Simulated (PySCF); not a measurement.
C5H5O3 (charge -1).
Atom-mapped SMILES: `[CH3:1][O:2][c:3]1[cH:4][cH:5][o:6][c:7]1[O-:8]`

NICS is the negative of the GIAO shielding at a point without a nucleus: at the ring centre (0) and 1 Å above and below it (1); zz is the component along the ring normal. Level: GIAO PBE0/pcSseg-1 (PySCF, non-relativistic, gas phase) on the GFN2-xTB geometry, one conformer.

Ring bond lengths (Å), with Mayer bond orders in brackets: C3–C4 1.407 (1.26), C4–C5 1.362 (1.54), C5–O6 1.370 (1.01), O6–C7 1.398 (0.97), C7–C3 1.403 (1.31).

What do the NICS probes read (ppm)?

```json
{"ring": "C3–C4–C5–O6–C7", "type": "5-membered ring with O; formal bonds all aromatic", "NICS(0)": "-11.8", "NICS(1), two faces": "-7.3 / -7.3", "NICS(1)zz, two faces": "-16.8 / -16.7", "rms pucker (Å)": "0.00", "centre to ring atoms, mean (Å)": "1.18"}
```

What can be read from them?

- C3–C4–C5–O6–C7: mean NICS(1)zz -16.7 ppm, shielded.

And the bond-length index? HOMA = 1 − mean of α(R − Ropt)² over the ring bonds, with Krygowski's 1993 parameters (CC: Ropt 1.388 Å, α 257.7 Å⁻²; CO: Ropt 1.265 Å, α 157.38 Å⁻²).

- C3–C4–C5–O6–C7: HOMA 0.03; the largest term is that of O6–C7, α(R − Ropt)² = 2.80.

At the second NICS(1) probe listed for ring C3–C4–C5–O6–C7, 1 Å off the ring, how large is the induced field along the normal in 1 T applied along it?

NICSzz × B0 = -16.7 ppm × 1 T = -17 μT, against the applied field.

List the ring angles and the Hirshfeld charges of the ring atoms.

- C3–C4–C5–O6–C7: C3 108.4° (-0.066 e), C4 106.8° (-0.160 e), C5 110.3° (-0.112 e), O6 108.2° (-0.147 e), C7 106.4° (+0.064 e); sum 540.0° against 540° for a flat convex ring.

What are the shieldings of the ring atoms and their hydrogens in the same run (means over atoms taken as equivalent)?

```json
{"atoms": "C3", "environment": "aromatic carbon bearing oxygen", "σ isotropic (ppm)": "66.2"}
{"atoms": "C4", "environment": "aromatic CH carbon", "σ isotropic (ppm)": "82.8"}
{"atoms": "C5", "environment": "aromatic CH next to a ring oxygen", "σ isotropic (ppm)": "79.7"}
{"atoms": "O6", "environment": "furan-type oxygen", "σ isotropic (ppm)": "49.7"}
{"atoms": "C7", "environment": "aromatic carbon bearing oxygen", "σ isotropic (ppm)": "21.0"}
{"atoms": "H on C4", "environment": "aromatic hydrogen", "σ isotropic (ppm)": "25.82"}
{"atoms": "H on C5", "environment": "aromatic hydrogen", "σ isotropic (ppm)": "26.03"}
```

The values belong to the conformer `[CH3:1][O:2][c:3]1[cH:4][cH:5][o:6][c:7]1[O-:8]`: C1–O2–C3–C4 3°.
